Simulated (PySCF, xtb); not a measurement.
ZnHBr, SMILES [ZnH][Br].

Harmonic wavenumbers (cm⁻¹) from GFN2-xTB in xtb at its own minimum, in rising order: 183, 183, 265, 1792.

Question: What does PySCF with B3LYP-D3(BJ)/def2-TZVP give at its own minimum? (The exact figures need the calculation; the answer reports its results.)

Answer: 304, 429, 429, 1954. Paired by order, the mean absolute difference is 174 cm⁻¹ and the zero-point energies are 3.5 and 4.5 kcal/mol.
